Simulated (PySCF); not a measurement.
# C₆ coefficients of unlike pairs at PBE

Calculated with PySCF 2.14 from the dipole response of each species, C₆(A,B) = (3/π) ∫ α_A(iu) α_B(iu) du, in atomic units, from isotropic polarisabilities. For ions this is the dispersion term alone; charge-induced terms of lower order in 1/R come first.

```tsv
species	configuration	basis	relativity	α (bohr³)	C₆ (like pair)
Ne²⁺	[He] 2s2 2p4 (3P)	dyall-av3z (15s9p3d2f)	spin-free X2C	0.8669	1.103
W	[Xe] 4f14 5d4 6s2 (5D)	x2c-TZVPPall with one added diffuse shell each of s, p, d, f type (12s8p8d4f1g)	spin-free X2C	69.74	847.4
Sb³⁺	[Kr] 4d10 5s2 (1S)	def2-QZVPPD with the def2 core potential (28 electrons) (8s6p5d4f1g)	core potential	10.19	48.49
N³⁺	[He] 2s2 (1S)	aug-cc-pwCVTZ (7s6p4d2f)	none	2.094	2.068
```

Problem. Estimate C₆ for N³⁺ with W.

Solution. The integral gives 38.69. The combination rule 2 C_A C_B / (C_A α_B/α_A + C_B α_A/α_B) gives 37.16 and the geometric mean 41.86.

No spin-orbit coupling is included.

The other pairs:

```
      pair     C₆
   Sb³⁺, W  185.6
 N³⁺, Sb³⁺  9.966
 N³⁺, Ne²⁺  1.320
Sb³⁺, Ne²⁺  6.650
   W, Ne²⁺  21.31
```
